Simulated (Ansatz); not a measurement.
The cluster Ti₂S₂. Charge 0, multiplicity 3. Geometry PBE-D4/def2-SVP; atoms count from 1.

```xyz
4

Ti   -0.706    0.633   -0.592
Ti    0.827   -0.620    0.425
S     0.793    1.643    0.830
S    -0.914   -1.656   -0.663
```

The charge 0 triplet is spin-contaminated (final ⟨S²⟩ up to 2.19, 2.00 for a pure state). At PBE0-D4/def2-TZVP a broken-symmetry singlet of charge 0 lies 0.27 eV below the triplet, each at its own geometry. The structure comes from a short search, and lower isomers may exist.

Problem. Estimate the Mulliken populations from the PBE0/def2-TZVP orbitals of Ansatz.

Solution. 
| atom | charge (e) | spin (α − β) | d electrons |
| --- | --- | --- | --- |
| Ti1 | 0.64 | 1.58 | 2.65 |
| Ti2 | 0.63 | 0.48 | 2.67 |
| S3 | -0.64 | -0.03 | – |
| S4 | -0.64 | -0.03 | – |
Mulliken values and Mayer orders depend strongly on the basis.

Problem. Where does the spin sit?

Solution. Summed by element: Ti 2.06, S -0.06, of 2 unpaired in all. Largest on single atoms: Ti1 1.58, Ti2 0.48, S3 -0.03.

Problem. And the Mayer bond orders between bonded heavy atoms (over 0.3)?

Solution. Ti1–Ti2 1.52 (2.23 Å); Ti1–S3 1.01 (2.30 Å); Ti1–S4 1.01 (2.30 Å); Ti2–S3 1.10 (2.30 Å); Ti2–S4 1.10 (2.30 Å).
